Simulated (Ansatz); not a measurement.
Consider the redistribution: `OB1O[SiH2]1` + `[SiH3]NC=S` → `B1O[SiH2]1` + `OC(=S)N[SiH3]`.

Program: Ansatz. Geometries: PBE0-D4/def2-TZVP. ΔE: electronic, gas phase. CBS: MP2 limit from def2 TZ/QZ plus the TZ coupled-cluster correction, frozen cores. DFT in def2-TZVPP. Each species was taken in one conformer, which may not be the lowest.

| level | ΔE (kcal/mol) | difference from CCSD(T)/CBS |
| --- | --- | --- |
| PBE-D4 | 26.6 | -1.6 |
| ωB97X-V | 25.9 | -2.3 |
| r2SCAN | 27.3 | -0.9 |
| HF/def2-TZVPP | 29.1 | 0.9 |
| SCS-MP2/def2-TZVPP | 29.0 | 0.8 |
| CCSD(T)/def2-TZVPP | 28.4 | 0.2 |
| HF/def2-QZVPP | 29.3 | 1.1 |
| HF/CBS(def2) | 29.4 | 1.2 |
| MP2/CBS(def2) | 28.7 | 0.5 |
| CCSD/CBS(def2) | 28.6 | 0.4 |
| CCSD(T)/CBS | 28.2 | 0 |

Largest T1 diagnostic among the species: 0.017.

The D4 term adds −1.2 kcal/mol with B3LYP and −0.6 kcal/mol with PBE0; it sums over pairs of atoms, weighted by their polarisabilities, and B3LYP, whose exchange is more repulsive, gets the larger term.

B3LYP here is the variant with VWN-RPA as its local correlation; programs differ in this.
